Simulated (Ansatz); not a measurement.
Pulling on the As1–H2 bond in AsH (multiplicity 3 held). Energies count from the point at 1.536 Å.


Restricted levels (R-, RO-) in cc, def2 and unpolarised 6-31G sets keep to the state of the molecule at rest. Unrestricted levels (U-) break spin symmetry where that is lower. Active spaces are followed from rest. Curves can end on different states.

Frozen-core correlation. Filled d and f shells under p-block atoms count as core.

Run with Ansatz (Gaussian orbitals). Each number belongs to the level named beside it.

Energies in eV.

| R (Å) | U-HF/cc-pVTZ | U-PBE/cc-pVTZ | RO-B3LYP/cc-pVTZ | RO-MP2/cc-pVTZ | FIC-NEVPT4(SD) on CASSCF(6,5)/cc-pVTZ | FIC-MRCISD+Q on CASSCF(6,5)/cc-pVTZ |
|---|---|---|---|---|---|---|
| 1.228 | 1.27 | 1.37 | 1.31 | 1.30 | 1.34 | 1.34 |
| 1.382 | 0.21 | 0.28 | 0.25 | 0.23 | 0.26 | 0.26 |
| 1.536 | 0.00 | 0.00 | 0.00 | 0.00 | 0.00 | 0.00 |
| 1.689 | 0.22 | 0.13 | 0.16 | 0.20 | 0.15 | 0.16 |
| 1.843 | 0.63 | 0.46 | 0.51 | (withheld) | 0.50 | 0.50 |
| 2.073 | 1.25 | 1.08 | 1.18 | 1.34 | 1.11 | 1.12 |
| 2.303 | 1.59 | 1.70 | 1.85 | (withheld) | 1.68 | 1.69 |
| 2.687 | 1.81 | 2.45 | 2.82 | 3.15 | 2.32 | 2.34 |
| 3.071 | 1.87 | 2.77 | 3.56 | 3.92 | 2.60 | 2.63 |
| 3.532 | 1.90 | 2.89 | 4.18 | 4.47 | 2.71 | 2.73 |
| 4.146 | 1.90 | 2.93 | 4.68 | 4.68 | 2.74 | 2.77 |
| 4.914 | 1.90 | 2.94 | 4.99 | (withheld) | 2.75 | 2.77 |
| 6.142 | 1.90 | 2.95 | 5.19 | 3.22 | 2.75 | 2.77 |

Problem. Fill in the missing entries.

Solution. 
- 2.303, RO-MP2/cc-pVTZ: 2.08
- 4.914, RO-MP2/cc-pVTZ: 4.35
- 1.843, RO-MP2/cc-pVTZ: 0.60

Doubts at one or more of the structures used: a spin-contaminated determinant (U-HF/cc-pVTZ, U-PBE/cc-pVTZ); a restricted determinant that unrestricted orbitals would lower (RO-B3LYP/cc-pVTZ, RO-MP2/cc-pVTZ).

Ansatz is a quantum-chemistry and plane-wave program.
